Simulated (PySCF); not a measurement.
C3H5BF2. Atoms are numbered in the order given.

```xyz
11

F      1.2019     1.3939     0.7626
B      0.6539     0.5245    -0.0801
C     -0.0842     0.7219    -1.4643
C     -1.0906    -0.2978    -0.8271
C     -0.0167    -0.8915     0.1531
F     -0.4398    -1.3159     1.3959
H     -0.4714     1.7213    -1.7395
H      0.4364     0.2842    -2.3394
H     -1.5773    -1.0217    -1.5118
H     -1.8770     0.2204    -0.2413
H      0.5109    -1.7257    -0.3644
```

Geometry optimised at PBE-D3(BJ)/def2-SVP. The structure was generated by enumeration; whether it is a known compound was not checked.

All values below come from PBE/def2-TZVP (PySCF).

ESP charges are fitted to the potential on shells at 1.4 to 2.0 van der Waals radii. Atomic charges (e):

```
atom     ESP fit  Löwdin    IAO
----  ----------  ------  -----
F1    (withheld)    0.36  -0.26
B2    (withheld)   -0.65   0.50
C3    (withheld)   -0.17  -0.45
C4         -0.03   -0.18  -0.26
C5    (withheld)   -0.26   0.00
F6         -0.22    0.13  -0.30
H7          0.15    0.15   0.16
H8          0.14    0.16   0.16
H9          0.05    0.13   0.15
H10         0.10    0.15   0.15
H11         0.09    0.16   0.15
```

**Question.** Fill in the missing entries. (Estimate from the structure and the level; the computed values follow.)

**Answer.** 
- F1, ESP fit: -0.20
- B2, ESP fit: 0.38
- C3, ESP fit: -0.47
- C5, ESP fit: 0.01

Computed Mayer and Wiberg (Löwdin basis) orders of the bonds:
| bond | Mayer | Wiberg |
|---|---|---|
| F1–B2 | 1.29 | 2.12 |
| B2–C3 | 1.02 | 1.21 |
| C3–C4 | 0.97 | 1.12 |
| B2–C5 | 1.02 | 1.14 |
| C4–C5 | 0.94 | 1.09 |
| C5–F6 | 1.05 | 1.66 |
| C3–H7 | 0.93 | 0.84 |
| C3–H8 | 0.92 | 0.82 |
| C4–H9 | 0.92 | 0.86 |
| C4–H10 | 0.94 | 0.84 |
| C5–H11 | 0.92 | 0.80 |
